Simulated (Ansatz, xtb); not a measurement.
Two isomers of C3H11FGeSi

Structure I: `CCC[SiH2][GeH2][F]`, a singlet. Structure II: `C[C@@H]([SiH3])[Ge@H]([CH3])[F]`, a singlet. Both are isolated molecules in the gas phase, relaxed with PBE0-D3(BJ)/def2-SVP, each in the lowest conformer that the search found.

Problem. Which of the two would you expect CCSD(T)/def2-SVP + ΔMP2/def2-TZVPP electronic energies to favour?

Solution. Structure II; the calculation gives E(II) − E(I) = −0.323 eV.

The same difference at several levels:

| level | geometry | E(II) − E(I) (eV) | departure from the last row (eV) | job, with rough time for the two |
| --- | --- | --- | --- | --- |
| PBE0-D3(BJ)/def2-SVP | PBE0-D3(BJ)/def2-SVP | −0.099 | +0.224 | optimisation, 1.7 min |
| HF/def2-SVP | PBE0-D3(BJ)/def2-SVP | −0.201 | +0.122 | part of the CCSD(T) run |
| MP2/def2-SVP | PBE0-D3(BJ)/def2-SVP | −0.262 | +0.061 | part of the CCSD(T) run |
| CCSD(T)/def2-SVP | PBE0-D3(BJ)/def2-SVP | −0.178 | +0.145 | single point |
| CCSD(T)/def2-SVP + ΔMP2/def2-TZVPP | PBE0-D3(BJ)/def2-SVP | −0.323 |  | single point, 2.1 min |

As drawn, II has 2 C–Ge, 1 Si–H in place of 1 C–C, 1 Ge–Si, 1 Ge–H.

The levels shown agree on the order. The largest departure from CCSD(T)/def2-SVP + ΔMP2/def2-TZVPP is that of PBE0-D3(BJ)/def2-SVP, 0.224 eV. Levels run at GFN2-xTB geometries aren't shown. The last row adds to CCSD(T) the change of the MP2 difference between the two basis sets, here −0.145 eV, a large step that makes the value less sure.

With thermal terms from frequencies at re-optimised GFN2-xTB minima (ideal gas, soft modes damped towards free rotors, one conformer each, 298.15 K, 1 atm): the zero-point term adds −0.073 eV; ΔH is −0.373 and ΔG −0.415 eV.

The correlated steps freeze 18 core orbitals; the filled d shell of Ge is correlated, in a basis made for valence electrons. Mirror images aren't counted in ΔG. Run with Ansatz 0.2.0, xtb 6.7.1; the last row on 4 threads of Arm Neoverse V1 on a shared host.
